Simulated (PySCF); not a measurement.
C4H2BrCl, SMILES C#C/C=C(/Cl)Br. Coordinates come from a B3LYP-D3(BJ)/def2-SVP optimisation. The structure was generated by enumeration; whether it is a known compound was not checked.

Computed equilibrium geometry at B3LYP-D3(BJ)/def2-SVP (PySCF confirms it by a frequency run) as bond lengths and angles, and its point group:
point group Cs.
Atoms: C1 C2 C3 C4 Cl5 Br6 H7 H8. Bonds (Å): C1–C2 1.214, C1–H7 1.074, C2–C3 1.416, C3–C4 1.350, C3–H8 1.095, C4–Cl5 1.729, C4–Br6 1.888. Angles (°): C2–C1–H7 179.4, C1–C2–C3 178.2, C2–C3–C4 125.1, C2–C3–H8 118.0, C4–C3–H8 116.9, C3–C4–Cl5 121.4, C3–C4–Br6 123.0, Cl5–C4–Br6 115.6.
